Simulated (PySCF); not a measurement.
**TDDFT excited states: C6H10O2S**

Species: C6H10O2S.
InChI=1S/C6H10O2S/c1-3-5-9(7,8)6-4-2/h3-4H,1-2,5-6H2

Method used: TDDFT B3LYP/def2-SVPD, vertical, gas phase, core orbitals frozen in the response in PySCF 2.14.0, density-fitted response routines. The structure is a single PBE0-D3(BJ)/def2-SVP conformer in the gas phase; no vibrational or solvent corrections. Torsions of this conformer, `[CH2:1]=[CH:2][CH2:3][S:4](=[O:5])(=[O:6])[CH2:7][CH:8]=[CH2:9]`: C1–C2–C3–S4 -120°, C2–C3–S4–O5 -176°, C3–S4–C7–C8 -169°, S4–C7–C8–C9 -111°.

**Question.** List the vertical singlet excitations with oscillator strengths and describe the spectrum.

**Answer.** 

```tsv
state	E (eV)	λ (nm)	f	|μ| (D)	main configurations (H = HOMO, L = LUMO)
S1	5.81	213.4	0.207	3.06	H→L (93%)
S2	6.20	200.0	0.068	1.71	H→L+1 (69%), H-1→L (23%)
S3	6.52	190.0	0.026	1.02	H-2→L (73%), H-1→L (14%)
S4	6.56	189.1	0.036	1.20	H-1→L (38%), H-2→L (24%), H-1→L+1 (11%)
S5	6.73	184.2	0.0026	0.32	H→L+2 (86%)
S6	6.94	178.6	0.054	1.43	H-1→L+1 (34%), H-2→L+1 (30%), H-3→L (12%)
S7	6.98	177.7	0.032	1.09	H-4→L (65%), H-3→L (14%), H-2→L+1 (13%)
S8	7.08	175.2	0.025	0.97	H-2→L+1 (40%), H-4→L (28%), H-3→L+1 (9%)
S9	7.17	173.0	0.093	1.85	H-1→L+2 (26%), H-3→L (17%), H→L+4 (13%)
S10	7.21	171.9	0.025	0.96	H→L+3 (56%), H→L+4 (23%), H-1→L+2 (10%)
```

Triplets (Tamm–Dancoff): T1 4.23 eV, H→L (55%), H-1→L+1 (23%), H-3→L (9%); T2 4.32 eV, H→L+1 (42%), H-1→L (39%); T3 5.95 eV, H→L (40%), H-3→L (29%), H-1→L+1 (20%); T4 6.14 eV, H→L+1 (46%), H-1→L (38%).

The lowest singlet comes at 213 nm (561 kJ/mol) in the ultraviolet; it is strong; its leading configuration is HOMO→LUMO (93%). The lowest level is also the most intense of those listed (f = 0.207). Löwdin shares by element: HOMO carbon 43% or more, oxygen 9% or more (atoms not listed hold the other 48%); LUMO carbon 65% or more (atoms not listed hold the other 35%). Orbital energies (eV): HOMO-3 -8.68, HOMO-2 -8.46, HOMO-1 -8.02, HOMO -7.44, LUMO -1.07, LUMO+1 -0.59, LUMO+2 0.09. The oscillator strengths of these states sum to 0.568; summed over the whole spectrum of an exact calculation they would give the number of electrons, 78 (Thomas–Reiche–Kuhn). Of the 10 states listed, 9 reach f = 0.01 and none stays under 0.0005. All these states lie below the vertical ionisation energy of 9.23 eV (ΔSCF). The window holds the lowest 10 singlets.
